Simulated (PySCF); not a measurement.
## Dipole response of Be(2+) (beryllium, charge +2)

1s2, closed-shell 1S. Computed with PySCF 2.14 in ANO-RCC-VTZP, with scalar relativity by spin-free X2C-1e. Coupled (time-dependent) response in atomic units; α is the mean over directions. The basis has no added diffuse functions, which lowers α and C₆.

```
method  mean α (bohr³)  C₆ (like pair)      S(−4)
   UHF         0.03398        0.006481  0.0008459
   PBE         0.03685        0.007066   0.001123
  PBE0         0.03596        0.006884   0.001034
  BP86         0.03635        0.006938   0.001090
```

S(−4) is the Cauchy moment in α(ω) = α(0) + S(−4) ω² + …

α(iu) at UHF:

```tsv
u (hartree)	α(iu) (bohr³)
0	0.03398
0.0500	0.03397
0.100	0.03397
0.200	0.03394
0.300	0.03390
0.500	0.03377
0.750	0.03351
1.00	0.03316
1.50	0.03222
2.00	0.03104
3.00	0.02826
5.00	0.02263
```

A single London oscillator, α(iu) = α/(1 + u²/ω²), gives C₆ = (3/4) ω α². Matching the computed C₆ needs ω = 4 × 0.006481 / (3 × 0.03398²) = 7.48 hartree.

For an ion, C₆ is the dispersion term alone; charge-induced terms of lower order in 1/R come first.
